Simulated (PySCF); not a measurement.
**Potential energy of GaTe along the bond**

Set-up: basis Ga def2-SVP, Te def2-SVP with ECP28; scalar-relativistic core potentials; PySCF 2.14. Energies in eV from Ga + Te in their ground configurations at the same level. State: ²Σ⁺ (doublet), unpaired electrons σ ↑.

All columns are PBE0. A positive dipole means Ga(−)Te(+).

```json
{"R (Å)": "2.074", "E (eV)": "-1.760", "μ (D)": "-1.55", "Mulliken charge on Ga (basis-dependent)": "0.07", "HOMO (eV)": "-6.80", "LUMO (eV)": "-3.88", "Mayer bond order": "2.28", "⟨S²⟩": "0.76"}
{"R (Å)": "2.171", "E (eV)": "-2.384", "μ (D)": "-1.84", "Mulliken charge on Ga (basis-dependent)": "0.11", "HOMO (eV)": "-6.77", "LUMO (eV)": "-4.05", "Mayer bond order": "2.18", "⟨S²⟩": "0.76"}
{"R (Å)": "2.267", "E (eV)": "-2.713", "μ (D)": "-2.13", "Mulliken charge on Ga (basis-dependent)": "0.15", "HOMO (eV)": "-6.60", "LUMO (eV)": "-4.20", "Mayer bond order": "2.08", "⟨S²⟩": "0.76"}
{"R (Å)": "2.340", "E (eV)": "-2.824", "μ (D)": "-2.34", "Mulliken charge on Ga (basis-dependent)": "0.18", "HOMO (eV)": "-6.47", "LUMO (eV)": "-4.30", "Mayer bond order": "1.99", "⟨S²⟩": "0.76"}
{"R (Å)": "2.412", "E (eV)": "-2.852", "μ (D)": "-2.56", "Mulliken charge on Ga (basis-dependent)": "0.21", "HOMO (eV)": "-6.36", "LUMO (eV)": "-4.37", "Mayer bond order": "1.90", "⟨S²⟩": "0.76"}
{"R (Å)": "2.484", "E (eV)": "-2.820", "μ (D)": "-2.78", "Mulliken charge on Ga (basis-dependent)": "0.23", "HOMO (eV)": "-6.25", "LUMO (eV)": "-4.43", "Mayer bond order": "1.81", "⟨S²⟩": "0.76"}
{"R (Å)": "2.581", "E (eV)": "-2.715", "μ (D)": "-3.09", "Mulliken charge on Ga (basis-dependent)": "0.26", "HOMO (eV)": "-6.11", "LUMO (eV)": "-4.48", "Mayer bond order": "1.68", "⟨S²⟩": "0.76"}
{"R (Å)": "2.701", "E (eV)": "-2.523", "μ (D)": "-3.51", "Mulliken charge on Ga (basis-dependent)": "0.29", "HOMO (eV)": "-5.94", "LUMO (eV)": "-4.50", "Mayer bond order": "1.54", "⟨S²⟩": "0.76"}
{"R (Å)": "2.846", "E (eV)": "-2.252", "μ (D)": "-4.06", "Mulliken charge on Ga (basis-dependent)": "0.32", "HOMO (eV)": "-5.76", "LUMO (eV)": "-4.47", "Mayer bond order": "1.39", "⟨S²⟩": "0.76"}
```

A fit through these points gives, at Re = 2.406 Å, μ = -2.54 D and dμ/dR = -3.04 D/Å; the reduced mass is 45.03 u.

Q: How strong is the fundamental in the double-harmonic approximation, I = 42.26·(dμ/dR)²/μred km/mol?

A: I = 42.26·(-3.04)²/45.03 = 8.67 km/mol at PBE0.

Spin–orbit coupling is left out, which matters for elements this heavy, above all for dissociation energies. The state was picked by a PBE0 search and need not be the measured ground state.
